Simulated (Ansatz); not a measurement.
Program: Ansatz. Geometries: PBE0-D4/def2-TZVP. ΔE: electronic, gas phase. CCSD(T)/CBS adds triple-zeta CCSD(T) − MP2 to the extrapolated MP2 energy (def2 sets, frozen cores). Functionals use def2-TZVPP. def2 core potentials past Kr. For Sb outer-core shells are correlated without core-valence functions, which leaves a few kJ/mol of doubt a bond. Each species was taken in one conformer, which may not be the lowest.

`C[O][Al]([OH])[SiH3]` + `[CH3][SbH][SiH3]` → `[CH3][Al]([OH])[SiH3]` + `C[O][SbH][SiH3]`  (redistribution)

```tsv
level	ΔE (kJ/mol)
r2SCAN0	125.8
SCS-MP2/def2-TZVPP	130.0
```

What does CCSD(T)/CBS give? (An estimate is asked.)

Computed: +123.4 kJ/mol. The listed levels differ from it by 2.4, 6.6 kJ/mol.

Largest T1 diagnostic among the species: 0.014.

From r2SCAN to r2SCAN0 (25 % exact exchange), in def2-TZVPP and without D4, ΔE moves by +7.5 kJ/mol. Leaving LDA and LC-ωPBE aside and taking each functional with its dispersion term where it has one, the values, not all of them listed here, spread over 19.4 kJ/mol, from B97M-V to PBE-QIDH. LDA lies +6.5 kJ/mol from PBE without D4.
